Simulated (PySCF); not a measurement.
Species: 2,4,6-trimethylpyridinium, C₈H₁₂N (charge +1).
SMILES with atom numbers: `[CH3:1][c:2]1[cH:3][c:4]([CH3:5])[nH+:6][c:7]([CH3:8])[cH:9]1` (hydrogens: H10, H11, H12 on C1; H13 on C3; H14, H15, H16 on C5; H17 on N6; H18, H19, H20 on C8; H21 on C9)

Computed with PySCF at PBE0/pcSseg-1, non-relativistic, on one gas-phase PBE0-D3(BJ)/def2-SVP geometry that isn't relaxed in the solvent. The solvent is an IEF-PCM continuum (Bondi radii, 1.10 Å for H, scaled by 1.2). Only the electrostatic response of the medium enters.

Gas phase at PBE0/pcSseg-1: HOMO -12.15 eV, LUMO -6.07 eV.

What does the continuum do to the energy and the frontier levels at PBE0/pcSseg-1 in tetrahydrofuran and dichloromethane?

```csv
solvent,ε,E(solvent) − E(gas) (kJ/mol),polarisation term (kJ/mol),distortion of the solute (kJ/mol),HOMO (eV),LUMO (eV)
tetrahydrofuran,7.426,-186.62,-189.06,2.44,-8.61,-2.53
dichloromethane,8.93,-191.68,-194.33,2.65,-8.52,-2.44
```

The polarisation term is half the interaction of the solute with the surface charges that it induces; the rest is the cost of distorting the solute's density. The sum is the electrostatic part of solvation alone. From tetrahydrofuran to dichloromethane the lowering changes by a factor 1.03, Born's factor 1 − 1/ε by 1.03 and ε itself by 1.2.

Which radius a makes Born's formula ΔE = −(q²/2a)(1 − 1/ε) give the value in dichloromethane?

a = q²(1 − 1/ε)/(2|ΔE|) = 3.22 Å, with q = +1 e and |ΔE| = 0.0730 Eh; the farthest nucleus lies 3.50 Å from the centroid of the nuclei. The formula assumes a point charge at the centre of a sphere.

Which Mulliken charges (PBE0/pcSseg-1) respond most in dichloromethane (means over atoms taken as equivalent)?

```tsv
atoms	environment	gas (e)	solvent (e)	change
H17	N–H hydrogen	+0.231	+0.257	+0.026
N6	pyridinium-type nitrogen	-0.463	-0.443	+0.020
H10/H11/H12	methyl hydrogen	+0.167	+0.160	-0.007
C4/C7	substituted aromatic carbon	+0.102	+0.107	+0.005
C2	substituted aromatic carbon	-0.192	-0.197	-0.005
H14 (×6)	methyl hydrogen	+0.175	+0.171	-0.004
C3/C9	aromatic CH carbon	-0.070	-0.073	-0.003
C5/C8	benzylic-type carbon	-0.153	-0.151	+0.002
```

Which Mayer bond orders change most in dichloromethane?

```tsv
bond	length (Å)	gas	solvent	change
C4–N6	1.351	1.214	1.235	+0.021
N6–C7	1.357	1.175	1.193	+0.018
N6–H17	1.019	0.894	0.882	-0.012
C3–C4	1.387	1.353	1.344	-0.009
C7–C9	1.382	1.393	1.385	-0.008
C7–C8	1.489	1.080	1.086	+0.006
C2–C3	1.400	1.361	1.366	+0.005
C1–H12	1.103	0.921	0.926	+0.005
```

How do the nuclear quadrupole coupling constants eQVzz/h respond in dichloromethane?

```tsv
nucleus	Q (barn)	gas (MHz)	solvent (MHz)	η gas	η solvent
14N at N6	0.02044	-1.88	-1.61	0.07	0.32
```
